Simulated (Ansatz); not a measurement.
Calculated with Ansatz (gas phase, PBE0-D4/def2-TZVP geometries, no zero-point term in ΔE). CCSD(T)/CBS is the MP2 limit (def2-TZVPP, def2-QZVPP) plus CCSD(T) − MP2 in def2-TZVPP, frozen cores. DFT in def2-TZVPP. B3LYP here is the variant with VWN-RPA as its local correlation; programs differ in this. For As, Se outer-core shells are correlated without core-valence functions, which leaves a few kJ/mol of doubt a bond. Scalar relativity is left out up to krypton. One conformer a species, not always the lowest.

`C[SiH]([SiH3])[SeH]` + `N[AsH]O` → `CN[AsH]O` + `[SiH3][SiH2][SeH]`  (substitution at a C–Si bond)

| level | ΔE (kJ/mol) | difference from CCSD(T)/CBS |
| --- | --- | --- |
| r2SCAN-D4 | 79.0 | 2.2 |
| PBE0-D4 | 77.0 | 0.2 |
| B3LYP-D4 | 74.0 | -2.8 |
| PBE | 74.3 | -2.5 |
| PBE0 | 75.8 | -1.0 |
| SCS-MP2/def2-TZVPP | 74.2 | -2.6 |
| CCSD/def2-TZVPP | 74.3 | -2.5 |
| CCSD(T)/def2-TZVPP | 74.6 | -2.2 |
| MP2/def2-QZVPP | 80.5 | 3.7 |
| SCS-MP2/def2-QZVPP | 75.6 | -1.2 |
| CCSD(T)/CBS | 76.8 | 0 |

Largest T1 diagnostic among the species: 0.012.

In def2-TZVPP, CCSD(T) changes the Hartree–Fock value by +5.3 kJ/mol (the triples alone add +0.4 kJ/mol) and MP2 by +10.0 kJ/mol.
